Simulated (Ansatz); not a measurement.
Consider the substitution at a C–N bond: `N[SiH2]NCO` + `C#CS` → `C#CSCO` + `N[SiH2]N`.

Program: Ansatz. Geometries: PBE0-D4/def2-TZVP. ΔE: electronic, gas phase. CBS: MP2 limit from def2 TZ/QZ plus the TZ coupled-cluster correction, frozen cores. This one scheme is used for every species. Functionals use def2-TZVPP. B3LYP here is the variant with VWN-RPA as its local correlation; programs differ in this. Each species was taken in one conformer, which may not be the lowest.

Is it downhill or uphill in electronic energy at CCSD(T)/CBS, and by how much? (Best estimate.)

Ansatz gave: Downhill: ΔE = -16.2 kJ/mol.

What do these levels give: PBE-D4, r2SCAN-D4, ωB97X-V, PBE, PBE0, B3LYP, MP2/def2-TZVPP, SCS-MP2/def2-TZVPP, HF/def2-QZVPP, MP2/def2-QZVPP, HF/CBS(def2), CCSD/CBS(def2)? (Best estimate.)

Ansatz gave: PBE-D4 -19.8, r2SCAN-D4 -20.3, ωB97X-V -12.4, PBE -19.7, PBE0 -16.2, B3LYP -15.6, MP2/def2-TZVPP -17.4, SCS-MP2/def2-TZVPP -14.2, HF/def2-QZVPP -8.4, MP2/def2-QZVPP -20.1, HF/CBS(def2) -8.5, CCSD/CBS(def2) -13.9 kJ/mol.

Largest T1 diagnostic among the species: 0.013.

From PBE to PBE0 (25 % exact exchange), in def2-TZVPP and without D4, ΔE moves by +3.5 kJ/mol. In def2-TZVPP, CCSD(T) changes the Hartree–Fock value by −3.8 kJ/mol (the triples alone add −2.3 kJ/mol) and MP2 by −9.4 kJ/mol.
